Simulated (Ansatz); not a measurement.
Reaction (substitution at a C–B bond): `BC#N` + `OC(F)[SiH3]` → `N#COC(F)[SiH3]` + BH₃

Isolated molecules relaxed with PBE0-D4/def2-TZVP in Ansatz; ΔE leaves out vibrations. CBS: MP2 limit from def2 TZ/QZ plus the TZ coupled-cluster correction, frozen cores. This one scheme is used for every species. Functionals use def2-TZVPP. B3LYP here is the variant with VWN-RPA as its local correlation; programs differ in this. One conformer a species, not always the lowest.

```tsv
level	ΔE (kJ/mol)	difference from CCSD(T)/CBS
PBE-D4	142.8	-10.1
r2SCAN-D4	145.2	-7.7
PBE0-D4	143.6	-9.3
B3LYP-D4	144.5	-8.4
ωB97X-V	141.6	-11.3
ωB97M-V	148.0	-4.9
B2PLYP	148.4	-4.5
PBE	144.8	-8.1
r2SCAN	146.0	-6.9
PBE0	145.4	-7.5
B3LYP	147.4	-5.5
HF/def2-TZVPP	143.2	-9.7
MP2/def2-TZVPP	149.9	-3.0
SCS-MP2/def2-TZVPP	147.3	-5.6
CCSD/def2-TZVPP	148.5	-4.4
CCSD(T)/def2-TZVPP	147.4	-5.5
HF/def2-QZVPP	143.4	-9.5
MP2/def2-QZVPP	153.2	0.3
SCS-MP2/def2-QZVPP	150.7	-2.2
HF/CBS(def2)	143.5	-9.4
MP2/CBS(def2)	155.4	2.5
CCSD/CBS(def2)	154.0	1.1
CCSD(T)/CBS	152.9	0
```

Largest T1 diagnostic among the species: 0.014.

In def2-TZVPP, CCSD(T) changes the Hartree–Fock value by +4.2 kJ/mol (the triples alone add −1.1 kJ/mol) and MP2 by +6.7 kJ/mol.
